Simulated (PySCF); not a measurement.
## How methods differ on the excitation energy of Ni

Ni [Ar] 3d8 4s2 (3F) → Ni [Ar] 3d10 (1S), as a difference of total energies. Calculation: PySCF 2.14, in def2-TZVPPD (6s6p4d2f1g, 67 functions); no relativity, point nucleus. Correlated levels: valence: [Ar] frozen; valence and next inner shell: [Ne] frozen. The calculations carry no spin-orbit coupling.

| method | excitation energy (eV) |
| --- | --- |
| UHF | 5.741 |
| LDA | -0.127 |
| PBE | 0.530 |
| PBE0 | 1.615 |
| r2SCAN | 1.710 |
| r2SCANh | 2.021 |
| HSE06 | 1.671 |
| CAM-B3LYP | 1.404 |
| BP86 | 0.555 |
| MP2 (valence) | -0.518 |
| SCS-MP2 (valence) | 0.337 |
| MP2 (valence and next inner shell) | -1.812 |
| SCS-MP2 (valence and next inner shell) | -0.665 |

**Question.** How much does correlation contribute at MP2 (valence and next inner shell)?

**Answer.** -1.812 − (5.741) = -7.553 eV, measured against UHF.

A first-order spin-orbit estimate (lowest level to lowest level, LS coupling) adds 0.126 eV.
